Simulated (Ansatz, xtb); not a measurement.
# Relative energy of two isomers of CH10GeSi2

We compare a, `C[SiH2][SiH2][GeH3]`, a singlet, with b, `C[SiH2][GeH2][SiH3]`, a singlet. Both are isolated molecules in the gas phase, relaxed with PBE0-D3(BJ)/def2-SVP; the shapes shown needn't be the lowest conformers.

a (Å):

```yaml
atoms:
  - { symbol: C, position_ang: [-1.5420, 0.2551, -0.3572] }
  - { symbol: Ge, position_ang: [2.3573, 1.3769, 0.9434] }
  - { symbol: Si, position_ang: [-0.1765, -0.9802, -0.7592] }
  - { symbol: Si, position_ang: [1.5259, -0.8561, 0.8502] }
  - { symbol: H, position_ang: [-1.1460, 1.2820, -0.3349] }
  - { symbol: H, position_ang: [-1.9855, 0.0387, 0.6265] }
  - { symbol: H, position_ang: [-2.3420, 0.2124, -1.1120] }
  - { symbol: H, position_ang: [0.4263, -0.6728, -2.0958] }
  - { symbol: H, position_ang: [-0.7273, -2.3719, -0.8154] }
  - { symbol: H, position_ang: [0.9914, -1.2253, 2.2008] }
  - { symbol: H, position_ang: [2.6506, -1.7885, 0.5223] }
  - { symbol: H, position_ang: [1.2168, 2.3487, 1.3082] }
  - { symbol: H, position_ang: [2.9134, 1.7947, -0.4318] }
  - { symbol: H, position_ang: [3.4765, 1.5316, 1.9903] }
```

b (Å):

```xyz
14

C    -2.2722   -1.5647    0.1488
Ge    0.8745   -0.2644    1.1563
Si   -1.3258    0.0570    0.2966
Si    2.0285    1.8120    1.3328
H    -1.7504   -2.2590   -0.5268
H    -2.3682   -2.0495    1.1320
H    -3.2833   -1.3895   -0.2499
H    -1.2082    0.7195   -1.0413
H    -2.0455    1.0030    1.2077
H     1.6711   -1.2136    0.2345
H     0.8084   -0.9305    2.5482
H     1.2786    2.7288    2.2457
H     2.1201    2.4536   -0.0149
H     3.4112    1.6250    1.8703
```

**Question.** Estimate which is lower in electronic energy at CCSD(T)/def2-SVP + ΔMP2/def2-TZVPP, and by roughly how much.

**Answer.** The CCSD(T)/def2-SVP + ΔMP2/def2-TZVPP calculation puts structure b lower, by 3.7 kcal/mol.

Level by level:

| level | geometry | E(b) − E(a) (kcal/mol) | departure from the last row (kcal/mol) | job, with rough time for the two |
| --- | --- | --- | --- | --- |
| GFN2-xTB | GFN2-xTB | −12.5 | −8.8 | optimisation, 0.25 s |
| HF/STO-3G | GFN2-xTB | −3.0 | +0.7 | single point, 0.64 s |
| r2SCAN-D4/def2-SVP | GFN2-xTB | −3.6 | +0.1 | single point, 4.1 s |
| PBE0-D3(BJ)/def2-SVP | PBE0-D3(BJ)/def2-SVP | −2.2 | +1.5 | optimisation, 61 s |
| HF/def2-SVP | PBE0-D3(BJ)/def2-SVP | −3.5 | +0.3 | part of the CCSD(T) run |
| MP2/def2-SVP | PBE0-D3(BJ)/def2-SVP | −3.3 | +0.4 | part of the CCSD(T) run |
| CCSD(T)/def2-SVP | PBE0-D3(BJ)/def2-SVP | −2.8 | +0.9 | single point |
| CCSD(T)/def2-SVP + ΔMP2/def2-TZVPP | PBE0-D3(BJ)/def2-SVP | −3.7 |  | single point, 48 s |

As drawn, b has 1 Ge–Si, 1 Si–H in place of 1 Si–Si, 1 Ge–H.

None of the levels shown reverses the order. The largest departure from CCSD(T)/def2-SVP + ΔMP2/def2-TZVPP is that of GFN2-xTB, 8.8 kcal/mol. The last row adds to CCSD(T) the change of the MP2 difference between the two basis sets, here −0.9 kcal/mol.

With harmonic frequencies from PBE0-D3(BJ)/def2-SVP (ideal gas, rigid rotor, one conformer each, 298.15 K, 1 atm): on the last row, ΔE + ΔZPE = −3.6 kcal/mol. A mode under 50 cm⁻¹ makes harmonic enthalpies and free energies unreliable, so none is given.

The correlated steps freeze 20 core orbitals; the filled d shell of Ge is correlated, in a basis made for valence electrons. Programs: Ansatz 0.2.0, xtb 6.7.1; the last row on 2 threads of Intel(R) Xeon(R) Platinum 8375C CPU @ 2.90GHz (Ice Lake) on a shared host.
